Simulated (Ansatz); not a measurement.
B3W3. Total charge 0; doublet. Geometry PBE-D4/def2-SVP, basis def2-TZVP, Ansatz.

```xyz
6

W    -0.209    0.859    1.459
W    -0.028   -1.435    0.997
W    -1.100    0.573   -0.714
B     0.709    1.473   -0.484
B    -0.343   -1.330   -0.986
B     0.971   -0.141   -0.272
```

```csv
run,HOMO (eV),LUMO (eV)
A,-4.22,-3.68
B,-5.99,-1.82
C,-5.54,-1.90
D,-5.02,-2.78
E,-4.43,-3.40
```

In the def2 sets W takes a core potential; there is no spin–orbit coupling. No other spin state of charge 0 was run. Another isomer (doublet) lies 0.76 eV lower at PBE0-D4/def2-TZVP; other spin states weren't run for this one.

HOMO and LUMO are taken over both spins.

Task: The runs used BHLYP, CAM-B3LYP, PBE, PBE0, r2SCAN. Estimate which is which.

Result: A PBE (0 % exact exchange); B CAM-B3LYP (range-separated); C BHLYP (50 % exact exchange); D PBE0 (25 % exact exchange); E r2SCAN (0 % exact exchange). Exact exchange lowers occupied and raises empty levels; among semilocal functionals meta-GGAs tend to open the gap a little, and such runs are hard to tell apart. The gap grows from 0.53 eV (PBE) to 4.17 eV (CAM-B3LYP). At CAM-B3LYP-D4/def2-TZVP, BHLYP-D4/def2-TZVP, r2SCAN-D4/def2-TZVP the charge 0 doublet is spin-contaminated (final ⟨S²⟩ up to 0.92, 0.75 for a pure state).
